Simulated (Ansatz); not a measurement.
Molecule: CaF2, charge -1, multiplicity 2. SMILES of the parent species: [Ca]([F])[F]
Structure (B3LYP-D3(BJ)/def2-TZVP (Ansatz, a program for electronic structure) minimum search):
```
Ca
F 1 2.0552
F 1 2.0552 2 120.58
```
Charge -1, spin multiplicity 2.

Parts of the frozen-core correlation energy in def2-SVP (Ansatz, hartree). Frozen orbitals: 11; correlated occupied orbitals by spin: 9 and 8; virtual: 32 and 33. Open shells are spin-unrestricted. No spin-orbit coupling. Non-relativistic.

```
term                            value
-------------------------  ----------
reference (HF)             -875.53792
MP2 opposite-spin            -0.29433
MP2 same-spin                -0.11479
CCSD correlation             -0.41075
(T)                          -0.00496
T1 diagnostic                   0.018
largest doubles amplitude       0.021
<S^2> of the reference          0.750
```
